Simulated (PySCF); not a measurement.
Li: excitation energy

Li [He] 2s1 (2S) → Li [He] 2p1 (2P), as a difference of total energies. Calculation: PySCF 2.14, in aug-cc-pVQZ with one added diffuse shell each of s, p, d, f, g type (7s6p5d4f3g, 105 functions); the non-relativistic Hamiltonian (point nucleus). The calculations carry no spin-orbit coupling.

| method | excitation energy (cm⁻¹) |
| --- | --- |
| UHF | 14853 |
| LDA | 12878 |
| PBE | 12541 |
| PBE0 | 13221 |
| r2SCAN | 12991 |
| MN15 | 13505 |
| TPSSh | 13005 |
| HSE06 | 13084 |
| wB97X | 13967 |

**Question.** Which method comes closest to the reference value, and which is furthest?

**Answer.** The reference is 14904 cm⁻¹ (measured; NIST levels, between the centres of gravity of the two terms). Closest: UHF (error -50.986 cm⁻¹); furthest: PBE (error -2362.8 cm⁻¹).
